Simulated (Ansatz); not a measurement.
Cost and result for the atomization energy of `FC1(Cl)CBC1` (11 atoms, 11 bonds).

Z-matrix (Å, degrees):
```
C
Cl 1 1.790
C 1 1.530 2 110.8
C 1 1.530 2 110.8 3 -103.0
F 1 1.360 2 107.6 3 128.5
B 3 1.578 1 85.3 2 -97.0
H 3 1.099 1 108.1 2 155.3
H 3 1.088 1 118.8 2 30.7
H 4 1.088 1 118.8 2 -30.7
H 4 1.099 1 108.1 2 -155.3
H 6 1.190 3 134.8 1 161.5
```

Charge 0, multiplicity 1. The structure was optimised at the PBE0-D4/def2-TZVP level. Program: Ansatz. All runs use 4 threads of an Intel Xeon Platinum 8488C on a shared host. Times are those of one run each, without the atoms' runs, and a repeat can differ threefold. Electronic energies, without spin–orbit coupling; frozen cores. CCSD(T)/CBS adds CCSD(T) − MP2 in def2-TZVPP to the MP2 limit, and its time is that of the two runs behind it. T1 = 0.011. B3LYP takes the VWN-RPA correlation (the form of Gaussian; ORCA's B3LYP/G).

CCSD(T)/CBS is a level of theory with its own doubt, some kJ/mol a heavy atom from the limit and from the frozen cores, so smaller differences don't rank the functionals.

```json
{"level": "PBE-D4/def2-TZVPP (with forces)", "functions": "267", "wall time": "2.3 s", "atomization (kJ/mol)": "4453.2", "difference from CCSD(T)/CBS": "159.5", "per bond": "14.5"}
{"level": "PBE0-D4/def2-TZVPP", "functions": "267", "wall time": "2.6 s", "atomization (kJ/mol)": "4371.8", "difference from CCSD(T)/CBS": "78.1", "per bond": "7.1"}
{"level": "r2SCAN-D4/def2-TZVPP (with forces)", "functions": "267", "wall time": "3.6 s", "atomization (kJ/mol)": "4348.5", "difference from CCSD(T)/CBS": "54.8", "per bond": "5.0"}
{"level": "B3LYP-D4/def2-TZVPP (with forces)", "functions": "267", "wall time": "4.3 s", "atomization (kJ/mol)": "4298.4", "difference from CCSD(T)/CBS": "4.7", "per bond": "0.4"}
{"level": "B2PLYP/def2-TZVPP", "functions": "267", "wall time": "4.8 s", "atomization (kJ/mol)": "4260.2", "difference from CCSD(T)/CBS": "-33.5", "per bond": "-3.1"}
{"level": "ωB97X-V/def2-TZVPP", "functions": "267", "wall time": "6 s", "atomization (kJ/mol)": "4329.0", "difference from CCSD(T)/CBS": "35.3", "per bond": "3.2"}
{"level": "ωB97M-V/def2-TZVPP (with forces)", "functions": "267", "wall time": "8.5 s", "atomization (kJ/mol)": "4338.1", "difference from CCSD(T)/CBS": "44.4", "per bond": "4.0"}
{"level": "MP2/def2-QZVPP", "functions": "505", "wall time": "21 s", "atomization (kJ/mol)": "4366.7", "difference from CCSD(T)/CBS": "73.0", "per bond": "6.6"}
{"level": "CCSD(T)/def2-TZVPP", "functions": "267", "wall time": "2.1 min", "atomization (kJ/mol)": "4188.4", "difference from CCSD(T)/CBS": "-105.3", "per bond": "-9.6"}
{"level": "CCSD(T)/CBS(def2)", "functions": "–", "wall time": "2.5 min", "atomization (kJ/mol)": "4293.7", "difference from CCSD(T)/CBS": "0.0", "per bond": "0.0"}
```

The D4 term adds +40.2 kJ/mol with B3LYP and +20.8 kJ/mol with PBE0; it sums over pairs of atoms, weighted by their polarisabilities, and B3LYP, whose exchange is more repulsive, gets the larger term. From PBE to PBE0 (25 % exact exchange), in def2-TZVPP and without D4, the atomization energy moves by −77.4 kJ/mol: exact exchange takes away binding that semilocal exchange gives to molecules. In def2-TZVPP, CCSD(T) changes the Hartree–Fock value by +1018.5 kJ/mol (the triples alone add +72.9 kJ/mol) and MP2 by +1135.2 kJ/mol; breaking electron pairs costs correlation energy, which Hartree–Fock lacks.
